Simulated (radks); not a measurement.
The iridium ion Ir47+, configuration [Ar] 3d10 4s2 (the NIST ground configuration).

Calculated with a radial shooting solver on a logarithmic mesh with Libxc functionals: Dirac Kohn-Sham, BLYP, spin-unpolarised, spherical densities, finite nucleus; Fermi nuclear charge, rms radius 5.4032 fm.

Energy parts (eV):
part                       energy
total                  -443220.36
kinetic                 509908.16
electron-nucleus      -1029781.27
Hartree                  83653.60
exchange-correlation     -7000.85

Orbitals (lengths in bohr, moments of r in powers of bohr; <r^-3> diverges for s and p1/2):
orbital,occ.,eigenvalue (eV),<1/r>,<r^-3>
1s1/2,2,-78447.51,92.15,-
2s1/2,2,-15696.25,22.61,-
2p1/2,2,-15153.04,22.57,-
2p3/2,4,-13517.73,18.63,18840
3s1/2,2,-5397.900,8.461,-
3p1/2,2,-5159.346,8.376,-
3p3/2,4,-4785.599,7.358,4545
3d3/2,4,-4396.258,7.240,794.1
3d5/2,6,-4314.132,7.004,666.4
4s1/2,2,-2640.644,4.139,-
4p1/2,0,-2538.040,4.074,-
4p3/2,0,-2411.166,3.723,1585
5s1/2,0,-1575.636,2.422,-

The highest occupied level is 4s1/2 at -2640.6 eV. The electron density at the nucleus is 1.826e+06 e/bohr^3. Summed over all electrons, <r^2> = 1.003 bohr^2, which gives a Langevin (diamagnetic) susceptibility term of -0.794 x 10^-6 cm^3/mol. For comparison, the ionisation energy in NIST's Atomic Spectra Database is 2656 eV (theoretical). In exact Kohn-Sham theory the highest level is minus the ionisation energy, but local and semilocal functionals leave it too shallow, through self-interaction and a potential that decays too fast; potentials with the right tail come closer.
